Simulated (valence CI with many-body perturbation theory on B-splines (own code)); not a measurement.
# Pr⁴⁵⁺: electric-dipole lines

Calculated by relativistic CI+MBPT: four valence electrons over a frozen Dirac-Fock core [Ne], radial functions for each j: 11 s, 11 p, 10 d, 8 f, 5 g, 2 h, with the one-electron correlation potential Σ1, the two-electron term Σ2, the three-electron term Σ3, Breit, model QED; selected CI, second order for the rest, scaled by the run's own slope (own B-spline code, finite nucleus).

The last digits are not significant, and no measured levels were compared; by estimate large intervals hold to a few tenths of a per cent, small ones and those within an open d or f shell to about a per cent. Among the levels kept, up to 550 cm⁻¹ of a level comes from second order outside the variational space, and about a tenth of that is noise between levels of different J, which matters for small intervals.

Lines 101 to 150 of 541 in falling wavelength, among levels below 6830.0 × 10³ cm⁻¹, chosen from the strongest by gf and those to the six lowest levels. Wavelengths and rates use the calculated energies. Electric multipoles are in the length gauge with retardation, E1 and E2 with the static RPA response of the core. Weak lines are less certain than strong ones. Lines between different terms over intervals too small for the method are left out, as are lines whose strength nearly cancels. Where a level lies close to another of its J and parity, the split of strength between their lines is uncertain. The highest levels of a list are the least certain.

Levels are named by their leading jj configuration (3d3/2^4 stands for four electrons in 3d with j = 3/2), which in mixed levels can hold well under half, so a name can repeat and another be missing. Letters in brackets count levels of one name in rising energy.

```csv
λ vac (Å),Upper,Lower,A (s⁻¹),S (a.u.)
62.02,(3s 3p1/2 3d3/2 3d5/2) J=3 [b],(3s 3p1/2 3p3/2 3d3/2) J=2 [c],4.31e+10,3.55e-02
61.80,(3s 3p1/2 3d5/2^2) J=4 [a],(3s 3p1/2 3p3/2 3d5/2) J=3 [a],5.89e+10,6.17e-02
61.55,(3s^2 3d3/2 3d5/2) J=4,(3s^2 3p3/2 3d3/2) J=3,6.02e+10,6.23e-02
61.34,(3s^2 3p1/2 3d5/2) J=2,(3s^2 3p1/2 3p3/2) J=1,5.04e+10,2.87e-02
61.21,(3s 3p1/2 3d3/2 3d5/2) J=2 [c],(3s 3p1/2 3p3/2 3d3/2) J=2 [c],4.17e+10,2.36e-02
61.21,(3s 3p1/2 3p3/2 3d5/2) J=0,(3s 3p1/2 3p3/2^2) J=1 [b],1.68e+11,1.90e-02
60.97,(3s 3p3/2^2 3d5/2) J=1 [b],(3s 3p3/2^3) J=1,1.47e+11,4.93e-02
60.91,(3s 3p1/2 3d3/2 3d5/2) J=3 [c],(3s 3p1/2 3p3/2 3d3/2) J=2 [d],6.83e+10,5.33e-02
60.86,(3s 3p1/2 3p3/2 3d5/2) J=3 [b],(3s 3p1/2 3p3/2^2) J=3,2.85e+10,2.22e-02
60.83,(3s 3p3/2^2 3d3/2) J=4,(3s^2 3p3/2 3d5/2) J=3,2.63e+10,2.63e-02
60.76,(3s 3p1/2 3p3/2 3d5/2) J=3 [a],(3s 3p1/2 3p3/2^2) J=2 [a],3.76e+10,2.92e-02
60.70,(3s 3p1/2 3p3/2 3d5/2) J=4 [b],(3s 3p1/2 3p3/2^2) J=3,6.49e+10,6.45e-02
60.63,(3p1/2 3p3/2^2 3d5/2) J=3 [c],(3p1/2 3p3/2^3) J=2,1.20e+11,9.25e-02
60.58,(3s 3p1/2^2 3d5/2) J=3,(3s 3p1/2^2 3p3/2) J=2,6.61e+10,5.08e-02
60.54,(3s 3p1/2 3d3/2 3d5/2) J=3 [a],(3s 3p1/2 3p3/2 3d3/2) J=2 [b],8.63e+10,6.61e-02
60.49,(3p1/2 3p3/2^2 3d5/2) J=1 [b],(3p1/2 3p3/2^3) J=1,1.57e+11,5.15e-02
60.31,(3s 3p1/2 3d5/2^2) J=3 [a],(3s 3p1/2 3p3/2 3d5/2) J=4 [b],3.55e+10,2.69e-02
60.17,(3p1/2 3p3/2^2 3d5/2) J=2 [c],(3p1/2 3p3/2^3) J=1,2.80e+11,1.51e-01
60.15,(3s 3p1/2 3d3/2 3d5/2) J=4 [a],(3s 3p1/2 3p3/2 3d3/2) J=3 [a],8.87e+10,8.58e-02
60.15,(3s 3p1/2 3d5/2^2) J=3 [a],(3s 3p1/2 3p3/2 3d5/2) J=3 [b],2.13e+10,1.60e-02
60.07,(3s 3p1/2 3p3/2 3d5/2) J=2 [d],(3s 3p1/2 3p3/2^2) J=1 [b],1.61e+11,8.59e-02
60.07,(3s 3p3/2 3d3/2^2) J=2 [b],(3p1/2 3p3/2^3) J=2,4.13e+10,2.21e-02
59.84,(3s 3p1/2 3p3/2 3d5/2) J=3 [d],(3s 3p1/2 3p3/2^2) J=2 [b],1.69e+11,1.25e-01
59.82,(3s 3p1/2 3d3/2 3d5/2) J=2 [a],(3s 3p1/2 3p3/2 3d3/2) J=1 [a],4.44e+10,2.34e-02
59.78,(3s^2 3p3/2 3d5/2) J=1,(3s^2 3p3/2^2) J=0,1.24e+11,3.92e-02
59.78,(3p1/2^2 3p3/2 3d5/2) J=3,(3s 3p1/2 3p3/2 3d3/2) J=2 [a],1.38e+11,1.02e-01
59.76,(3p1/2 3p3/2^2 3d5/2) J=3 [c],(3s 3p3/2^2 3d3/2) J=2 [a],6.20e+10,4.57e-02
59.71,(3p1/2 3p3/2^2 3d5/2) J=2 [b],(3p1/2 3p3/2^3) J=2,7.18e+10,3.77e-02
59.60,(3s 3p1/2 3p3/2 3d5/2) J=2 [c],(3s 3p1/2 3p3/2^2) J=2 [b],5.04e+10,2.64e-02
59.50,(3s 3p1/2 3p3/2 3d5/2) J=1 [c],(3s 3p1/2 3p3/2^2) J=1 [a],1.37e+11,4.28e-02
59.50,(3s 3p1/2 3d3/2 3d5/2) J=2 [d],(3s 3p1/2 3p3/2 3d3/2) J=1 [b],7.49e+10,3.89e-02
59.41,(3s 3p1/2 3p3/2 3d5/2) J=1 [b],(3s 3p1/2 3p3/2^2) J=0,9.10e+10,2.82e-02
59.21,(3s 3p3/2 3d3/2^2) J=2 [b],(3s 3p3/2^2 3d3/2) J=2 [a],4.89e+10,2.51e-02
59.11,(3s 3p1/2 3d3/2 3d5/2) J=5,(3s 3p1/2 3p3/2 3d3/2) J=4,1.08e+11,1.21e-01
59.07,(3s 3p1/2 3d3/2 3d5/2) J=4 [c],(3s 3p1/2 3p3/2 3d3/2) J=3 [b],1.14e+11,1.05e-01
59.04,(3s 3p1/2 3d3/2 3d5/2) J=1 [a],(3s 3p1/2 3p3/2 3d3/2) J=0 [a],5.58e+10,1.70e-02
58.90,(3s 3p1/2 3p3/2 3d5/2) J=2 [c],(3s 3p1/2 3p3/2^2) J=1 [a],1.30e+11,6.57e-02
58.86,(3p1/2 3p3/2^2 3d5/2) J=2 [b],(3s 3p3/2^2 3d3/2) J=2 [a],5.13e+10,2.58e-02
58.77,(3s 3p1/2 3d3/2 3d5/2) J=3 [b],(3s 3p1/2 3p3/2 3d3/2) J=4,2.27e+10,1.59e-02
58.49,(3s 3p3/2^2 3d5/2) J=2 [a],(3s 3p3/2^3) J=2,5.49e+10,2.71e-02
58.34,(3s 3p1/2 3d5/2^2) J=2 [b],(3s 3p1/2 3p3/2 3d5/2) J=2 [b],3.77e+10,1.85e-02
58.21,(3s 3p1/2 3d3/2 3d5/2) J=4 [c],(3s 3p1/2 3p3/2 3d5/2) J=4 [a],3.71e+10,3.25e-02
58.15,(3s 3p1/2 3p3/2 3d5/2) J=3 [b],(3s 3p1/2 3p3/2^2) J=2 [a],9.24e+10,6.28e-02
57.88,(3s 3p3/2^2 3d5/2) J=2 [c],(3s 3p3/2^3) J=1,4.02e+11,1.92e-01
57.76,(3s 3p1/2^2 3d5/2) J=2,(3s 3p1/2^2 3p3/2) J=2,2.63e+10,1.25e-02
57.76,(3s 3p1/2 3d5/2^2) J=5,(3s 3p1/2 3p3/2 3d5/2) J=5,4.83e+10,5.05e-02
57.76,(3s 3p1/2 3p3/2 3d5/2) J=4 [c],(3s 3p1/2 3p3/2^2) J=3,1.21e+11,1.03e-01
57.61,(3s 3p1/2 3d5/2^2) J=2 [a],(3s 3p1/2 3p3/2 3d5/2) J=2 [a],1.57e+11,7.40e-02
57.60,(3s 3p1/2 3d5/2^2) J=3 [a],(3s 3p1/2 3p3/2 3d5/2) J=3 [a],7.58e+10,5.01e-02
57.60,(3s 3p1/2 3d3/2 3d5/2) J=2 [b],(3s 3p1/2 3p3/2 3d3/2) J=1 [a],4.96e+10,2.34e-02
```
